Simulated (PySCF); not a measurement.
# One molecule, several mistakes: BFH4OSi

All numbers below are calculated, not measured. The program is PySCF 2.14.0, an open-source quantum chemistry code, run on an isolated molecule that a program drew, which may never have been made. The molecule is BFH4OSi (charge 0, singlet), drawn as the SMILES string `OB(F)[SiH3]`.

Each row is a Hartree-Fock (HF) and frozen-core CCSD(T) single point in the cc-pV(D+d)Z basis, meant for a local HF minimum. Run 1 is clean. Each other run has one planted mistake out of seven kinds, and not every kind appears here: one electron removed, one electron added, multiplicity raised by two, geometry at a saddle point, minimal basis STO-3G, one bond length entered in bohr, all coordinates scaled. The reference is restricted for singlets and unrestricted otherwise, and also for a bond in bohr. Adding or removing an electron swaps singlet and doublet. Electrons count all cores. HOMO and LUMO are orbital energies over both spins, the gradient is its largest component, and the lowest frequency (negative if imaginary) is given only where the gradient is small. Bond lengths are over the 7 bonds as drawn. T1 is the CCSD diagnostic: over 0.02 (restricted) or 0.045 (unrestricted) a single reference is doubtful.

Geometry of the clean run:
```xyz
8
BFH4OSi, angstrom
O    -0.3636   -0.7317    0.9511
B     0.4789   -0.2996    0.0004
F     1.5790    0.3154    0.4407
Si    0.2285   -0.4999   -2.0246
H    -1.1369   -1.1637    0.6229
H    -1.0550   -1.1870   -2.3236
H     1.3363   -1.2990   -2.6007
H     0.2141    0.8322   -2.6748
```

```
run,electrons,basis functions,<S^2>,HOMO (eV),LUMO (eV),gradient (hartree/bohr),lowest frequency (cm^-1),mean bond (Å),longest bond (Å),T1,HF (hartree),CCSD(T) (hartree),mistake
1,40,85,0.000,-11.75,2.99,2.5e-05,69,1.4461,2.050,0.0147,-490.36369,-490.97095,no fault
2,41,85,0.759,1.67,9.40,9.4e-02,-,1.4461,2.050,0.0149,-490.27647,-490.89592,one electron added
3,40,85,2.009,-5.87,-1.79,3.5e-02,-,1.4461,2.050,0.0219,-490.15993,-490.75629,multiplicity raised by two
4,40,85,0.000,-11.76,3.17,3.1e-02,-,1.4128,2.003,0.0141,-490.35920,-490.96351,?
```

**Which mistake was planted in run 4, and what did it cost?**

The mean and the longest bond both change by the same factor, 0.977, and the gradient is no longer small. So the mistake is: all coordinates scaled. Subtracting run 1 and multiplying by 627.51 kcal/mol a hartree, the energy moved by 2.8 kcal/mol in HF and 4.7 kcal/mol in CCSD(T).

Cautions from the logs. Run 2: the HOMO is above zero, so the electron isn't bound and the energy depends on the basis.
